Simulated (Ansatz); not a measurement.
C3H11BSi can be A, `CB(C)C[SiH3]`, or B, `C[SiH2]B(C)C`.

Computed with Ansatz on PBE0-D4/def2-TZVP structures; ΔE is electronic, products minus reactants. CCSD(T)/CBS is the MP2 limit (def2-TZVPP, def2-QZVPP) plus CCSD(T) − MP2 in def2-TZVPP, frozen cores. Functionals use def2-TZVPP. B3LYP here is the variant with VWN-RPA as its local correlation; programs differ in this. One conformer a species, not always the lowest.

Q: Which isomer does CCSD(T)/CBS put lower? Give the gap. (Best estimate.)

A: Computed: A, by 43.9 kJ/mol.

Q: Give E(B) − E(A) in kJ/mol with PBE0-D4, MP2/def2-TZVPP, r2SCAN-D4, B2PLYP, PBE-D4, B3LYP, HF/def2-TZVPP. (An estimate is asked.)

A: Computed: PBE0-D4 39.1, MP2/def2-TZVPP 50.6, r2SCAN-D4 41.8, B2PLYP 43.4, PBE-D4 35.8, B3LYP 39.3, HF/def2-TZVPP 45.7. None reverses the order clearly.

Largest T1 diagnostic: 0.011.

From PBE to PBE0 (25 % exact exchange), in def2-TZVPP and without D4, E(B) − E(A) moves by +3.6 kJ/mol.
